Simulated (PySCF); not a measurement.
A mixed set of molecules.

All values: B3LYP/def2-SVPD (PySCF) at PBE0-D3(BJ)/def2-SVP geometries, gas phase, one conformer each. Core orbitals are frozen in the response; Δα² is half the sum of the squared differences of the principal polarisabilities. The calculation is non-relativistic, for selenium and bromine too.

(1) Rank by HOMO–LUMO gap, lowest first.
A. `N#CCC=C=O`
B. `S=C=[Se]`
C. `C=C(F)SCF`

(2) Rank by HOMO energy, highest first.
A. `C=C(F)SCF`
B. `S=C=[Se]`
C. `Cn1nc(-c2ccc(Br)cc2)cc1Cl`

(3) Rank by polarisability anisotropy Δα, lowest first.
A. `[N:1]#[C:2][CH2:3][CH:4]=[C:5]=[O:6]` with C2–C3–C4–C5 -109°
B. carbon sulfide selenide, `S=C=[Se]`
C. `[CH2:1]=[C:2]([F:3])[S:4][CH2:5][F:6]` with C1–C2–S4–C5 -25°, C2–S4–C5–F6 76°
D. `[CH3:1][n:2]1[n:3][c:4](-[c:5]2[cH:6][cH:7][c:8]([Br:9])[cH:10][cH:11]2)[cH:12][c:13]1[Cl:14]` with N3–C4–C5–C6 0°

Answers

(1) B (4.96 eV), A (5.31 eV), C (6.31 eV).

(2) C (-6.26 eV), A (-6.89 eV), B (-7.34 eV).

(3) C (3.58 Å³), A (4.73 Å³), B (9.60 Å³), D (25.15 Å³).

All values together:

```csv
SMILES,formula,μ (D),HOMO (eV),LUMO (eV),α (Å³),Δα (Å³),electrons,α per electron (Å³),ΔSCF removal energy (eV)
Cn1nc(-c2ccc(Br)cc2)cc1Cl,C10H8BrClN2,3.26,-6.26,-1.28,26.77,25.15,134,0.200,–
N#CCC=C=O,C4H3NO,3.37,-7.31,-2.00,8.02,4.73,42,0.191,9.84
S=C=[Se],CSSe,0.13,-7.34,-2.39,9.42,9.60,56,0.168,9.73
C=C(F)SCF,C3H4F2S,1.73,-6.89,-0.58,9.01,3.58,56,0.161,9.19
```

Conformers: `[CH3:1][n:2]1[n:3][c:4](-[c:5]2[cH:6][cH:7][c:8]([Br:9])[cH:10][cH:11]2)[cH:12][c:13]1[Cl:14]` with N3–C4–C5–C6 0°; `[N:1]#[C:2][CH2:3][CH:4]=[C:5]=[O:6]` with C2–C3–C4–C5 -109°; `[CH2:1]=[C:2]([F:3])[S:4][CH2:5][F:6]` with C1–C2–S4–C5 -25°, C2–S4–C5–F6 76°.

A dash marks a removal energy that wasn't run or isn't settled.
